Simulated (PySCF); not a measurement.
B3LYP has the VWN-RPA correlation part, as in Gaussian. 

**C$_{2}$H$_{5}$Si, SMILES `C=C[SiH2]` (C–C–Si–H torsion 20°) (charge 0, multiplicity 2)**

Computed with B3LYP-D3(BJ)/def2-TZVP in PySCF 2.14.0.

The highest occupied spin orbital is -5.49 eV. The dipole moment comes out as 0.146 e·Å. The total energy comes out as -10033.08 eV. The cost is very roughly 2.1 core-minutes.

```xyz
8

C      1.2917    -0.3147    -0.2461
C      0.3039     0.2561     0.4572
Si    -1.4859    -0.1072     0.2296
H      1.0911    -1.0099    -1.0541
H      2.3367    -0.1044    -0.0463
H      0.5788     0.9346     1.2618
H     -1.7667    -0.7251    -1.0903
H     -2.3496     1.0706     0.4882
```
Charge 0, spin multiplicity 2.
